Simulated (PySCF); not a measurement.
**AsH₃⁺ + 3 F₂ → AsF₃⁺ + 3 HF**

Level: PBE0 in the def2-TZVP basis family, all electrons, no relativity, computed in PySCF with density fitting; open shells unrestricted.

```
species                                  state and structure       E (Eh)  ZPE (kJ/mol)  H(298 K) − H(0) (kJ/mol)  S° (J/(mol K))
  AsH₃⁺  doublet, C3v, As–H 1.497 Å (×3); H–As–H 112.5° (×3)  -2237.03093          57.2                      10.5           229.1
     F₂                            singlet, D∞h, F–F 1.376 Å   -199.40856           6.6                       8.7           201.9
  AsF₃⁺  doublet, C3v, As–F 1.655 Å (×3); F–As–F 106.8° (×3)  -2534.63004          19.2                      14.3           295.5
     HF                            singlet, C∞v, H–F 0.920 Å   -100.39188          24.9                       8.7           173.6
```

Question: What is the electronic reaction energy?

Answer: At PBE0/def2-TZVP, ΔE = -1441.6 kJ/mol from the differences of the total energies times 2625.5, downhill. 

Question: Add zero-point, thermal and entropy terms for 298.15 K and 1 bar.

Answer: ΔZPE = 16.9 and Δ[H(298) − H(0)] = 3.8 kJ/mol give ΔH° = -1420.9 kJ/mol. ΔS° = -18.5 J/(mol K), so ΔG° = -1420.9 − 298.15 × (-0.0185) = -1415 kJ/mol.

The structures come from searches over a few start shapes, so lower isomers are not excluded.
